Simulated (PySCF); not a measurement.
## How methods differ on the excitation energy of Sc+

Sc+ [Ar] 3d1 4s1 (3D) → Sc+ [Ar] 4s2 (1S), as a difference of total energies. All numbers are calculated (PySCF 2.14, the spin-free X2C one-electron Hamiltonian (Gaussian nucleus), in aug-cc-pwCVTZ-DK). Correlated levels: valence: [Ar] frozen; valence and next inner shell: [Ne] frozen; nothing frozen. The calculations carry no spin-orbit coupling.

| method | excitation energy (eV) |
| --- | --- |
| UHF | 2.007 |
| LDA | 2.167 |
| PBE | 2.302 |
| PBE0 | 2.252 |
| wB97M-V | 1.806 |
| MN15 | 1.688 |
| revPBE | 2.359 |
| MP2 (valence) | 1.426 |
| SCS-MP2 (valence) | 1.226 |
| MP2 (valence and next inner shell) | 1.445 |
| SCS-MP2 (valence and next inner shell) | 1.315 |
| MP2 (all electrons) | 1.450 |
| SCS-MP2 (all electrons) | 1.316 |

Task: How much does correlation contribute at MP2 (all electrons)?

Result: 1.450 − (2.007) = -0.557 eV, measured against UHF.

Errors of the correlated levels include the incompleteness of this basis and the frozen core.

For comparison: 1.442 eV (measured; NIST levels, between the centres of gravity of the two terms).
